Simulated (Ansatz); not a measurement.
Program: Ansatz. Geometries: PBE0-D4/def2-TZVP. ΔE: electronic, gas phase. CCSD(T)/CBS is the MP2 limit (def2-TZVPP, def2-QZVPP) plus CCSD(T) − MP2 in def2-TZVPP, frozen cores. This one scheme is used for every species. Functionals use def2-TZVPP. HSE06 is defined as in plane-wave codes. Elements past krypton have def2 core potentials. For Sn outer-core shells are correlated without core-valence functions, which leaves a few kJ/mol of doubt a bond. Each species was taken in one conformer, which may not be the lowest.

Reaction (ligand exchange at the Sn–C bond): `C[CH2][Sn][OH]` + `CNC` → `C[N](C)[Sn][OH]` + `CC`

`C[CH2][Sn][OH]`:

Z-matrix (Å, degrees):
```
C
C 1 1.519
H 1 1.095 2 111.8
H 1 1.095 2 112.4 3 119.8
H 1 1.095 2 111.8 3 -120.4
Sn 2 2.211 1 116.9 3 60.1
H 2 1.098 1 111.0 3 -61.7
H 2 1.098 1 111.0 3 -178.1
O 6 1.983 2 96.8 1 0.2
H 9 0.962 6 114.6 2 -0.0
```

`CNC`:

Cartesian coordinates in Å:
```
C -0.650 -0.563 0.849
N -0.426 0.568 -0.021
C 0.832 0.489 -0.727
H -1.635 -0.486 1.314
H 0.094 -0.559 1.651
H -0.582 -1.541 0.342
H -1.186 0.648 -0.683
H 1.656 0.550 -0.009
H 0.930 1.334 -1.412
H 0.966 -0.442 -1.304
```

`C[N](C)[Sn][OH]`:

Z-matrix (Å, degrees):
```
C
N 1 1.436
H 1 1.092 2 111.4
H 1 1.100 2 111.4 3 119.5
H 1 1.100 2 111.9 3 -120.6
C 2 1.440 1 112.4 3 -176.4
Sn 2 2.038 1 128.4 3 4.0
H 6 1.095 2 110.8 1 179.5
H 6 1.100 2 111.9 1 -60.6
H 6 1.100 2 111.8 1 59.6
O 7 1.984 2 99.1 1 2.6
H 11 0.960 7 118.2 2 4.9
```

`CC`:

Z-matrix (Å, degrees):
```
C
C 1 1.519
H 1 1.093 2 111.4
H 1 1.093 2 111.4 3 120.0
H 1 1.093 2 111.4 3 -120.0
H 2 1.093 1 111.4 3 180.0
H 2 1.093 1 111.4 3 -60.0
H 2 1.093 1 111.4 3 60.0
```

| level | ΔE (kJ/mol) | difference from CCSD(T)/CBS |
| --- | --- | --- |
| PBE-D4 | -86.1 | 0.5 |
| PBE-QIDH | -82.9 | 3.7 |
| HSE06 | -79.6 | 7.0 |
| BHLYP | -82.2 | 4.4 |
| CCSD/def2-SVP | -85.3 | 1.3 |
| CCSD(T)/def2-SVP | -88.6 | -2.0 |
| HF/def2-TZVPP | -76.1 | 10.5 |
| HF/def2-QZVPP | -76.9 | 9.7 |
| SCS-MP2/def2-QZVPP | -89.4 | -2.8 |
| HF/CBS(def2) | -77.0 | 9.6 |
| CCSD(T)/CBS | -86.6 | 0 |

Largest T1 diagnostic among the species: 0.017.

From PBE to PBE0 (25 % exact exchange), in def2-TZVPP and without D4, ΔE moves by +4.3 kJ/mol. The D4 term adds −3.6 kJ/mol with B3LYP and −2.0 kJ/mol with PBE0; it sums over pairs of atoms, weighted by their polarisabilities, and B3LYP, whose exchange is more repulsive, gets the larger term.

B3LYP here is the variant with VWN-RPA as its local correlation; programs differ in this.
